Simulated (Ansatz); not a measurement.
Kohn–Sham single points on `CBCCO`.

```yaml
crystal:
  periodic: [false, false, false]
  atoms:
    - {symbol: C, position_ang: [-1.670838, -0.896901, 0.622875]}
    - {symbol: B, position_ang: [-0.124870, -1.075267, 0.688084]}
    - {symbol: C, position_ang: [0.923244, -0.141116, 0.001395]}
    - {symbol: C, position_ang: [0.425170, 1.099732, -0.709075]}
    - {symbol: O, position_ang: [1.438226, 1.799235, -1.405132]}
    - {symbol: H, position_ang: [-2.030840, 0.075174, 0.281663]}
    - {symbol: H, position_ang: [-2.161729, -1.159261, 1.564308]}
    - {symbol: H, position_ang: [-2.031051, -1.648227, -0.097595]}
    - {symbol: H, position_ang: [0.307239, -2.035948, 1.270226]}
    - {symbol: H, position_ang: [1.672124, 0.126058, 0.764493]}
    - {symbol: H, position_ang: [1.491527, -0.767089, -0.704550]}
    - {symbol: H, position_ang: [-0.313386, 0.830947, -1.468569]}
    - {symbol: H, position_ang: [-0.081738, 1.764734, 0.005197]}
    - {symbol: H, position_ang: [2.143925, 1.998629, -0.784619]}
basis:
  gaussian: {orbitals: def2-TZVPP}
hamiltonian: {xc: {name: BHLYP}, dispersion: d4}
output: {orbitals: {seedname: orbitals}}
```

```sh
$ ansatz run in.yaml --threads 4 --pin off --events-out ev --progress --plain
```

Output, abridged:

```
Functional definition: BHLYP
1580 factors; their error is unknown
mean field evaluation 1: about -5971.8306 eV, gradient 6.2e1 eV
mean field evaluation 2: about -5973.6725 eV, gradient 5.5e1 eV
mean field evaluation 4: about -5979.8772 eV, gradient 2.7e0 eV
mean field evaluation 8: about -5979.8916 eV, gradient 9.9e-2 eV
mean field evaluation 16: about -5979.8966 eV, gradient 5.0e-5 eV
mean field -5979.89657754 eV, -219.7571459052 hartree, gradient 5.0e-5 eV, S^2 0.000000; 0 other end points of the search recorded, 0 dependent functions left out
reference -5979.89677921 eV, -219.7571533162 hartree; 20, 20 occupied and 261, 261 virtual orbitals, 1580 factors
Total energy: -5980.14493224 eV, -219.7662727720 hartree
```

It took 2.5 s on 4 threads of a server CPU on a shared host, with 0.67 GiB of host memory at the peak.

With the line `hamiltonian: {xc: {name: B2PLYP}}` (abridged; 5.5 s):

```
Functional definition: B2PLYP
mean field evaluation 16: about -5970.3704 eV, gradient 8.4e-5 eV
mean field -5970.37044749 eV, -219.4070670830 hartree, gradient 8.7e-6 eV, S^2 0.000000
5 core orbitals not correlated: weight in the atoms' cores, before any rotation towards them, 1.000 or more for the frozen orbitals, at most 0.000 for the correlated occupied ones
second order -28.43403368 eV of doubles, -0.00000000 eV of singles
Total energy: -5978.04782580 eV, -219.6892055316 hartree
```

With the line `hamiltonian: {xc: {name: B97M-V}}` (abridged; 6 s):

```
Functional definition: B97M-V
mean field evaluation 16: about -5983.0997 eV, gradient 8.1e-4 eV
mean field -5983.09965396 eV, -219.8748567923 hartree, gradient 3.5e-5 eV, S^2 0.000000
Total energy: -5983.09972000 eV, -219.8748592193 hartree
```

The same input with `hamiltonian: {xc: {name: wB97X-V}}` (abridged; 7 s):

```
Functional definition: wB97X-V
mean field evaluation 16: about -5981.6000 eV, gradient 8.0e-5 eV
mean field -5981.60004085 eV, -219.8197470270 hartree, gradient 2.4e-5 eV, S^2 0.000000
Total energy: -5981.60003865 eV, -219.8197469461 hartree
```

With the line `hamiltonian: {xc: r2scan, dispersion: d4}` and forces (abridged; 3.5 s):

```
Functional definition: r2SCAN
mean field evaluation 16: about -5979.7026 eV, gradient 1.3e-2 eV
mean field -5979.70261221 eV, -219.7500178107 hartree, gradient 8.9e-5 eV, S^2 0.000000
Total energy: -5979.76229574 eV, -219.7522111399 hartree
Atom 0 force     0.011752     0.032384     0.005117 eV/Å
Atom 1 force     0.005830    -0.046786     0.026569 eV/Å
Atom 2 force     0.011097    -0.104779     0.066076 eV/Å
Atom 3 force    -0.253729    -0.066970     0.106531 eV/Å
Atom 4 force     0.200580     0.161448    -0.227629 eV/Å
Atom 5 force    -0.004883    -0.022858     0.000286 eV/Å
Atom 6 force    -0.004673    -0.004670    -0.028863 eV/Å
Atom 7 force    -0.005726     0.013047     0.018577 eV/Å
Atom 8 force    -0.008253     0.013065    -0.010369 eV/Å
Atom 9 force     0.016016     0.004617    -0.014918 eV/Å
Atom 10 force     0.015516     0.006949     0.002561 eV/Å
Atom 11 force     0.004428     0.004573    -0.004864 eV/Å
Atom 12 force    -0.018522     0.006213     0.016817 eV/Å
Atom 13 force     0.030566     0.003767     0.044109 eV/Å
Dipole moment:    -0.028467    -0.064542     0.272408 e Å
```

The same input with `hamiltonian: {xc: hse06, dispersion: d4}` (abridged; 3 s):

```
Functional definition: HSE06
mean field evaluation 16: about -5975.7143 eV, gradient 6.6e-5 eV
mean field -5975.71432845 eV, -219.6034510859 hartree, gradient 6.6e-5 eV, S^2 0.000000
Total energy: -5975.89019281 eV, -219.6099139818 hartree
```

HSE06 is the plane-wave form, built on full-range PBE exchange.
